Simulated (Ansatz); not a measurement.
TiCl₂O⁺, that is TiOCl2 with one electron fewer. The state is a doublet with charge 1. Geometry PBE-D4/def2-SVP, that of the neutral singlet; atoms count from 1.

```xyz
4

Ti    0.031    0.078    0.249
O    -0.920    1.359    0.264
Cl   -1.073   -1.851    0.288
Cl    1.962    0.414   -0.800
```

Q: Estimate the Mulliken populations from the PBE0/def2-TZVP orbitals of Ansatz.

A: 
```tsv
atom	charge (e)	spin (α − β)	d electrons
Ti1	1.34	-0.25	2.22
O2	-0.27	0.41	–
Cl3	-0.03	0.42	–
Cl4	-0.03	0.42	–
```
Mulliken values and Mayer orders depend strongly on the basis.

Q: Where does the spin sit?

A: Summed by element: Ti -0.25, O 0.41, Cl 0.84, of 1 unpaired in all. Largest on single atoms: Cl3 0.42, Cl4 0.42, O2 0.41.

Q: And the Mayer bond orders between bonded heavy atoms (over 0.3)?

A: Ti1–O2 2.07 (1.60 Å); Ti1–Cl3 1.01 (2.22 Å); Ti1–Cl4 1.01 (2.22 Å).
